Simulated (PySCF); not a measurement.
H9P3Si2.
Bonds: Si1–P2, P2–P3, P3–Si4, P3–P5. Hydrogens: H6, H7, H8 on Si1; H9 on P2; H10, H11, H12 on Si4; H13, H14 on P5.

The calculation used TDDFT wB97X-D/def2-SVPD, vertical, gas phase, core orbitals frozen in the response in PySCF. Isolated species at its GFN2-xTB geometry (one conformer only).

| state | E (eV) | ν̃ (cm⁻¹) | f | main configurations (H = HOMO, L = LUMO) |
| --- | --- | --- | --- | --- |
| S1 | 4.80 | 38690 | 0.015 | H→L (85%) |
| S2 | 4.99 | 40210 | 0.038 | H→L+2 (72%), H→L+1 (11%), H→L (10%) |
| S3 | 5.16 | 41590 | 0.0061 | H→L+1 (78%), H→L+2 (15%) |
| S4 | 5.51 | 44440 | 0.054 | H→L+4 (57%), H→L+3 (16%), H→L+5 (11%) |
| S5 | 5.65 | 45560 | 0.058 | H→L+3 (66%), H→L+4 (19%) |
| S6 | 6.13 | 49430 | 0.055 | H→L+5 (72%) |
| S7 | 6.26 | 50520 | 0.018 | H-1→L (65%), H→L+6 (12%) |
| S8 | 6.59 | 53120 | 0.0075 | H→L+6 (56%), H-1→L+2 (10%), H-1→L (10%) |

Triplets, Tamm–Dancoff:

```json
{"state": "T1", "E (eV)": "4.23", "λ (nm)": "293.1", "main configurations (H = HOMO, L = LUMO)": "H→L (47%), H→L+1 (29%), H→L+2 (9%)"}
{"state": "T2", "E (eV)": "4.36", "λ (nm)": "284.5", "main configurations (H = HOMO, L = LUMO)": "H→L+2 (69%), H→L (13%)"}
{"state": "T3", "E (eV)": "4.67", "λ (nm)": "265.4", "main configurations (H = HOMO, L = LUMO)": "H→L+1 (57%), H→L (28%)"}
```

The lowest singlet comes at 258 nm (463 kJ/mol) in the ultraviolet; it is weak; its leading configuration is HOMO→LUMO (85%). The most intense listed level is S5 at 5.65 eV (219 nm, f = 0.058), 0.85 eV above S1. Löwdin shares by element: HOMO phosphorus 84%, silicon 6% or more; LUMO phosphorus 51%, silicon 14% or more (atoms not listed hold the other 36%). Weighted by f, the mean energy of these states is 5.63 eV. The listed states span 1.79 eV, and the widest gap between neighbours is 0.48 eV (S5 to S6). The oscillator strengths of these states sum to 0.251; summed over the whole spectrum of an exact calculation they would give the number of electrons, 82 (Thomas–Reiche–Kuhn). The window holds the lowest 8 singlets.
